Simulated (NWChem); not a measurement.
HfH$_{2}$Cl$_{2}$; SMILES [Cl][HfH2][Cl]

Program: NWChem. Structure relaxed at the PBE0/def2-SVP level. def2 effective core potentials on Hf; no spin-orbit coupling. Vertical excitations in the gas phase.

Task: Estimate the computed values for PBE/def2-SVPD, TDA. Quantities: lowest excitation, singlet (eV); oscillator strength of that lowest state; orbital gap (eV).

Result: 
```json
{
  "lowest excitation, singlet (eV)": "4.12",
  "oscillator_strength_of_that_lowest_state": "0.000",
  "orbital gap (eV)": "4.08"
}
```
